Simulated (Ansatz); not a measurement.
Molecule: ReO, net charge 0, sextet state. The spin state was set by rule; other spins were not relaxed. SMILES: [O]=[Re]
Coordinates optimised at B3LYP-D3(BJ)/def2-TZVP (Ansatz, a program for electronic structure):
```xyz
2

Re     0.0000     0.0000    -0.1682
O      0.0000     0.0000     1.5769
```
Charge 0, spin multiplicity 6.

Property: atomisation energy (electronic, to ground-state atoms), in kcal/mol. Cores are frozen in the correlated levels unless marked. Open shells are spin-unrestricted. No spin-orbit coupling. Frozen are the shells of the preceding noble gas and the d and f shells that filled before the atom's block. In def2 rows, elements after Kr have scalar-relativistic effective core potentials. The coupled-cluster limit lacks core correlation, which all-electron functionals hold. CBS marks a two-point X^-3 extrapolation of the correlation energy; Hartree-Fock from the larger set.

```tsv
level	program	atomisation energy (kcal/mol)
revPBE-D4/def2-TZVPD	Ansatz + dftd4	129.7
PBE0-D3(BJ)/def2-TZVPD	Ansatz + dftd3	115.3
HSE06-D3(BJ)/def2-TZVPD	Ansatz + dftd3	115.6
CAM-B3LYP/def2-TZVPD	Ansatz	109.2
wB97X/def2-TZVPD	Ansatz	96.1
CCSD/def2-SVPD	Ansatz	88.3
CCSD(T)/CBS(def2-TZVPPD,def2-QZVPPD)	Ansatz	110.2
```
